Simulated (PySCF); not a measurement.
```xyz
7

O     -0.0821    -0.7273     1.4249
Si    -0.2467    -0.0699    -0.0425
O      1.2044    -0.0240    -0.7679
Br    -1.0507     1.9905     0.0663
Br    -1.6792    -1.3258    -1.1284
H      0.5618    -0.3351     2.0194
H      1.2925     0.4916    -1.5719
```

Charge 0, multiplicity 1.

Q: Give the Mulliken and meta-Löwdin atomic charges from PBE0-D4/def2-TZVP in PySCF.

A: 
| atom | Mulliken (e) | meta-Löwdin (e) |
|---|---|---|
| O1 | -0.48 | -0.74 |
| Si2 | 0.67 | 1.26 |
| O3 | -0.48 | -0.74 |
| Br4 | -0.21 | -0.27 |
| Br5 | -0.18 | -0.24 |
| H6 | 0.34 | 0.37 |
| H7 | 0.34 | 0.37 |
